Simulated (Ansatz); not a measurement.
Coupled-cluster run, C$_{2}$H$_{9}$NOSi (`OCCN[SiH3]`).

```yaml
crystal:
  periodic: [false, false, false]
  atoms:
    - {symbol: O, position_ang: [-1.590528, 1.116698, 1.463050]}
    - {symbol: C, position_ang: [-0.176648, 1.119018, 1.400536]}
    - {symbol: C, position_ang: [0.325843, 0.651654, 0.050666]}
    - {symbol: N, position_ang: [-0.154376, -0.677480, -0.239994]}
    - {symbol: Si, position_ang: [0.536136, -1.715869, -1.415053]}
    - {symbol: H, position_ang: [-1.918815, 1.811837, 0.886145]}
    - {symbol: H, position_ang: [0.230450, 2.112421, 1.629950]}
    - {symbol: H, position_ang: [0.155653, 0.424496, 2.175051]}
    - {symbol: H, position_ang: [1.422009, 0.650471, 0.063018]}
    - {symbol: H, position_ang: [0.023679, 1.389527, -0.713523]}
    - {symbol: H, position_ang: [-1.128055, -0.786815, 0.003087]}
    - {symbol: H, position_ang: [-0.148198, -3.029981, -1.310654]}
    - {symbol: H, position_ang: [1.991603, -1.854717, -1.135044]}
    - {symbol: H, position_ang: [0.418047, -1.240360, -2.828434]}
basis:
  gaussian: {orbitals: def2-TZVPP}
correlation: {method: ccsd_t}
output: {orbitals: {seedname: orbitals}}
```

```sh
$ ansatz run in.yaml --threads 4 --pin off --events-out ev --progress --plain --max-ram 10444MiB
```

Output of Ansatz, abridged:

```
Functional definition: HF
1706 factors; integrals over basis functions are off by at most 1.0e-3 eV
mean field evaluation 1: about -13582.5532 eV, gradient 4.4e1 eV
mean field evaluation 2: about -13582.8317 eV, gradient 4.4e1 eV
mean field evaluation 4: about -13587.2563 eV, gradient 4.7e0 eV
mean field evaluation 8: about -13587.3278 eV, gradient 2.4e-1 eV
mean field -13587.32795615 eV, -499.3250925667 hartree, gradient 1.6e-6 eV, S^2 0.000000; 0 other end points of the search recorded, 0 dependent functions left out
9 core orbitals not correlated: weight in the atoms' cores, before any rotation towards them, 1.000 or more for the frozen orbitals, at most 0.000 for the correlated occupied ones
reference -13587.32795615 eV, -499.3250925667 hartree; 16, 16 occupied and 267, 267 virtual orbitals, 1706 factors
second order -25.28345958 eV of doubles, -0.00000000 eV of singles
cycle   1  -25.90340043 eV  change   -6.2e-1 eV  update   1.0e-1
cycle   2  -26.53887512 eV  change   -6.4e-1 eV  update   2.9e-2
cycle   3  -26.65392690 eV  change   -1.2e-1 eV  update   1.3e-2
cycle   4  -26.64389403 eV  change    1.0e-2 eV  update   3.0e-3
cycle   5  -26.64375203 eV  change    1.4e-4 eV  update   1.4e-3
cycle   6  -26.64423609 eV  change   -4.8e-4 eV  update   4.0e-4
cycle   7  -26.64400271 eV  change    2.3e-4 eV  update   1.6e-4
cycle   8  -26.64394194 eV  change    6.1e-5 eV  update   5.0e-5
cycle   9  -26.64395123 eV  change   -9.3e-6 eV  update   2.0e-5
perturbative correction -0.98366198 eV, -0.0361489110 hartree
Total energy: -13614.95556936 eV, -500.3403886257 hartree
```

Run time 5.7 min (4 threads of an Arm Neoverse V1 on a shared host); peak host memory 9.2 GiB.

The correlation energy is -27.628 eV, 3.6 % of it from (T); the T1 diagnostic reads 0.0103.
